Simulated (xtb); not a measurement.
C3H9O2, charge +2, quartet, geometry from GFN2-xTB of the parent state (a state made from the parent by changing its charge; the spin is typed, not shown lowest); GFN2-xTB (xtb).

The xtb input:
```
$ xtb mol.xyz --gfn 2 --chrg 2 --uhf 3 --json

# file mol.xyz
14

C      1.90256653     0.13273951     0.22931323
C      0.49582885     0.33006446    -0.30342228
O     -0.31372959     1.12733899     0.57664253
C     -0.28997026    -0.99773531    -0.37170092
O     -1.68739764    -0.60981735    -0.24032343
H      2.44780409     1.07243547     0.22405553
H      1.87290621    -0.24272709     1.24880984
H      2.43889837    -0.57506465    -0.39490858
H      0.52050449     0.79741032    -1.29492390
H     -0.08468147     2.06137258     0.51216333
H     -0.15407281    -1.50754515    -1.32500202
H      0.00636017    -1.65370747     0.44833871
H     -1.50165895     0.33613819     0.23410841
H     -2.18759284    -1.21889740     0.33166565
```

Question: Predict the main parts of the log of this xtb run.

Answer: 
```
   ID    Z sym.   atoms
    1    6 C      1, 2, 4
    2    8 O      3, 5
    3    1 H      6-14

           -------------------------------------------------
          |                Calculation Setup                |
           -------------------------------------------------

           -------------------------------------------------
          |                 G F N 2 - x T B                 |
           -------------------------------------------------

          ...................................................
          :                      SETUP                      :
          :.................................................:
          :  # basis functions                  29          :
          :  # atomic orbitals                  29          :
          :  # shells                           19          :
          :  # electrons                        31          :
          :  max. iterations                   250          :
          :  Hamiltonian                  GFN2-xTB          :
          :  restarted?                      false          :
          :  GBSA solvation                  false          :
          :  PC potential                    false          :
          :  electronic temp.          300.0000000     K    :
          :  accuracy                    1.0000000          :
          :  -> integral cutoff          0.2500000E+02      :
          :  -> integral neglect         0.1000000E-07      :
          :  -> SCF convergence          0.1000000E-05 Eh   :
          :  -> wf. convergence          0.1000000E-03 e    :
          :  Broyden damping             0.4000000          :
          :  net charge                          2          :
          :  unpaired electrons                  3          :
          ...................................................

 iter      E             dE          RMSdq      gap      omega  full diag
   1    -17.6705166 -0.176705E+02  0.303E+00    1.99       0.0  T
   2    -17.4523041  0.218213E+00  0.436E+00    2.21       1.0  T
   3    -17.7068155 -0.254511E+00  0.200E+00    2.01       1.0  T
   4    -17.6436714  0.631442E-01  0.229E+00    2.28       1.0  T
   5    -17.7151135 -0.714421E-01  0.953E-01    1.93       1.0  T
   6    -17.7346902 -0.195767E-01  0.411E-01    2.06       1.0  T
   7    -17.7343339  0.356280E-03  0.353E-01    2.05       1.0  T
   8    -17.7349578 -0.623922E-03  0.122E-01    2.06       1.0  T
   9    -17.7350648 -0.106988E-03  0.530E-02    2.06       1.0  T
  10    -17.7350654 -0.541532E-06  0.455E-02    2.06       1.0  T
  11    -17.7350655 -0.166123E-06  0.134E-02    2.06       2.0  T
  12    -17.7350668 -0.127516E-05  0.537E-03    2.06       5.0  T
  13    -17.7350670 -0.209232E-06  0.138E-03    2.06      19.4  T
  14    -17.7350670 -0.507569E-08  0.672E-04    2.06      39.8  T
  15    -17.7350670 -0.545912E-08  0.295E-04    2.06      90.7  T

   *** convergence criteria satisfied after 15 iterations ***

         :::::::::::::::::::::::::::::::::::::::::::::::::::::
         ::                     SUMMARY                     ::
         :::::::::::::::::::::::::::::::::::::::::::::::::::::
         :: total energy             -17.559004802028 Eh    ::
         :: gradient norm              0.381352285373 Eh/a0 ::
         :: HOMO-LUMO gap              2.063251799175 eV    ::
         ::.................................................::
         :: SCC energy               -17.735059133543 Eh    ::
         :: -> isotropic ES            0.389271072318 Eh    ::
         :: -> anisotropic ES         -0.025226840544 Eh    ::
         :: -> anisotropic XC          0.007587271534 Eh    ::
         :: -> dispersion             -0.004554647281 Eh    ::
         :: repulsion energy           0.176054331516 Eh    ::
         :: add. restraining           0.000000000000 Eh    ::
         :: total charge               2.000000000000 e     ::
         :::::::::::::::::::::::::::::::::::::::::::::::::::::

           -------------------------------------------------
          |                Property Printout                |
           -------------------------------------------------

    * Orbital Energies and Occupations

         #    Occupation            Energy/Eh            Energy/eV
      -------------------------------------------------------------
         1        2.0000           -1.1436792             -31.1211
       ...           ...                  ...                  ...
         5        2.0000           -1.0289064             -27.9980
         6        2.0000           -1.0004082             -27.2225
         7        2.0000           -0.9947552             -27.0687
         8        2.0000           -0.9806308             -26.6843
         9        2.0000           -0.9478135             -25.7913
        10        2.0000           -0.9317048             -25.3530
        11        2.0000           -0.9172341             -24.9592
        12        2.0000           -0.9005339             -24.5048
        13        2.0000           -0.8704016             -23.6848
        14        1.9858           -0.8627380             -23.4763
        15        1.0142           -0.8546755             -23.2569
        16        1.0000           -0.8419235             -22.9099
        17        1.0000           -0.4616855             -12.5631 (HOMO)
        18                         -0.3858624             -10.4999 (LUMO)
        19                         -0.3590763              -9.7710
        20                         -0.3274582              -8.9106
        21                         -0.2876270              -7.8267
        22                         -0.2737482              -7.4491
        23                         -0.2308167              -6.2808
        24                         -0.2010676              -5.4713
        25                         -0.1841653              -5.0114
        26                         -0.1508765              -4.1056
        27                         -0.1393501              -3.7919
        28                         -0.1170586              -3.1853
        29                         -0.0898259              -2.4443
      -------------------------------------------------------------
                  HL-Gap            0.0758231 Eh            2.0633 eV
             Fermi-level           -0.6412403 Eh          -17.4490 eV

     #   Z          covCN         q      C6AA      α(0)
     1   6 C        3.753    -0.134    23.131     6.858
     2   6 C        3.720     0.071    19.502     6.307
     3   8 O        1.692    -0.294    18.892     5.868
     4   6 C        3.671    -0.037    21.487     6.645
     5   8 O        2.415    -0.250    18.101     5.746
     6   1 H        0.925     0.263     0.831     1.425
     7   1 H        0.925     0.228     0.965     1.536
     8   1 H        0.925     0.201     1.096     1.637
     9   1 H        0.924     0.274     0.791     1.390
    10   1 H        0.805     0.371     0.542     1.157
    11   1 H        0.925     0.275     0.789     1.389
    12   1 H        0.924     0.248     0.884     1.470
    13   1 H        0.803     0.407     0.472     1.079
    14   1 H        0.804     0.377     0.529     1.142

 Mol. C6AA /au·bohr⁶  :        911.759026
 Mol. C8AA /au·bohr⁸  :      19610.700675
 Mol. α(0) /au        :         43.650694

Wiberg/Mayer (AO) data.
largest (>0.10) Wiberg bond orders for each atom

 ---------------------------------------------------------------------------
     #   Z sym  total        # sym  WBO       # sym  WBO       # sym  WBO
 ---------------------------------------------------------------------------
     1   6 C    3.878 --     2 C    1.012     8 H    0.887     7 H    0.845
                             6 H    0.775     3 O    0.118
     2   6 C    3.929 --     4 C    1.081     1 C    1.012     3 O    0.897
                             9 H    0.732
     3   8 O    2.337 --     2 C    0.897    10 H    0.780    13 H    0.165
                             1 C    0.118     4 C    0.117
     4   6 C    3.811 --     2 C    1.081     5 O    0.797    12 H    0.794
                            11 H    0.763     3 O    0.117
     5   8 O    2.479 --     4 C    0.797    14 H    0.748    13 H    0.565
     6   1 H    0.916 --     1 C    0.775
     7   1 H    0.939 --     1 C    0.845
     8   1 H    0.953 --     1 C    0.887
     9   1 H    0.894 --     2 C    0.732
    10   1 H    0.860 --     3 O    0.780
    11   1 H    0.904 --     4 C    0.763
    12   1 H    0.923 --     4 C    0.794
    13   1 H    0.829 --     5 O    0.565     3 O    0.165
    14   1 H    0.852 --     5 O    0.748
 ---------------------------------------------------------------------------

Topologies differ in total number of bonds
Writing topology from bond orders to xtbtopo.mol

molecular dipole:
                 x           y           z       tot (Debye)
 q only:        0.943      -0.360      -0.152
   full:        0.983      -0.221      -0.128       2.582
molecular quadrupole (traceless):
                xx          xy          yy          xz          yz          zz
 q only:        9.553       5.510       0.866      -1.053       0.746     -10.419
  q+dip:        7.094       6.942       2.515      -1.067      -0.386      -9.609
   full:        7.767       6.625       2.351      -1.175      -0.014     -10.118

           -------------------------------------------------
          | TOTAL ENERGY              -17.559004802028 Eh   |
          | GRADIENT NORM               0.381352285373 Eh/α |
          | HOMO-LUMO GAP               2.063251799175 eV   |
           -------------------------------------------------

normal termination of xtb
```
